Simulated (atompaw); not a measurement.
gadolinium: one change to a PAW (atompaw) potential, before and after

* Element: gadolinium (Gd)
* Generator: atompaw 4.2.0.5
* Type: PAW
* Functional: LDA (PW92)
* Relativity: scalar-relativistic
* Frozen core: [Kr] 4d10 4f7
* Valence charge: 11
* Reference configuration: 5s2 5p6 5d1 6s2 6p0
* Partial waves: 5s (bound): rc 2.25 bohr; 6s (bound): rc 2.75 bohr; 5p (bound): rc 2.05 bohr; 6p (bound, empty): rc 2.75 bohr; 5d (bound): rc 2.75 bohr; 5d channel at 0.25 Ry: rc 2.75 bohr
* Local potential: bessel scheme, radius 2.40 bohr
* Core correction: smooth core density matched at 2.20 bohr
* Augmentation charge: sinc compensation charge, radius 2.35 bohr; PAW radius 2.75 bohr; waves and projectors: modrrkj vanderbiltortho

All-electron outer shells of the reference configuration (LDA (PW92), scalar-relativistic, ld1.x):

```json
{"shell": "4d", "level (eV)": "-147.58", "outermost node (bohr)": "0.27", "outermost maximum (bohr)": "0.56"}
{"shell": "5s", "level (eV)": "-49.87", "outermost node (bohr)": "0.65", "outermost maximum (bohr)": "1.20"}
{"shell": "5p", "level (eV)": "-27.37", "outermost node (bohr)": "0.70", "outermost maximum (bohr)": "1.35"}
{"shell": "4f", "level (eV)": "-8.90", "outermost node (bohr)": "–", "outermost maximum (bohr)": "0.56"}
{"shell": "6s", "level (eV)": "-4.27", "outermost node (bohr)": "1.60", "outermost maximum (bohr)": "3.33"}
{"shell": "5d", "level (eV)": "-2.69", "outermost node (bohr)": "0.79", "outermost maximum (bohr)": "1.97"}
{"shell": "6p", "level (eV)": "-1.39", "outermost node (bohr)": "1.92", "outermost maximum (bohr)": "4.55"}
```

Change: wave 5s (bound): rc 2.25 bohr becomes 5s (bound): rc 1.66 bohr.

Cutoffs: the cutoffs (Ry, on a coarse ladder) from which the occupation-weighted sum of valence levels, in a spherical-Bessel basis at the reference potential, stays within 10 and 1 mRy of its value at 400 Ry; they do not see the model core or the augmentation charge, which bear on the density cutoff.

Task: What does the change do?

Result: The potential gets neither clearly harder nor softer (15 Ry and 30 Ry → 15 Ry and 30 Ry); the p channel sets the loose cutoff, while the largest relative change is in s, which becomes harder; neither file shows a bound ghost.

```tsv
quantity	base	changed
cutoff, loose	15 Ry	15 Ry
cutoff, tight	30 Ry	30 Ry
loose cutoff by channel (10 mRy a level)	s 8 Ry, p 15 Ry, d 8 Ry	s 10 Ry, p 15 Ry, d 8 Ry
bound ghosts	none	none
s: phases at 2.77 bohr within 0.05 rad from the reference energy up to (Ry; the scan ends near 5)	4.2	4.5
p: phases at 2.77 bohr within 0.05 rad from the reference energy up to (Ry; the scan ends near 5)	to the end of the scan	to the end of the scan
d: phases at 2.77 bohr within 0.05 rad from the reference energy up to (Ry; the scan ends near 5)	2.2	2.2
lowest overlap eigenvalue by channel	s 0.83, p 0.75, d 0.01	s 0.67, p 0.75, d 0.01
```

 The cutoffs see the waves, projectors and local potential, not the compensation charge or the core.
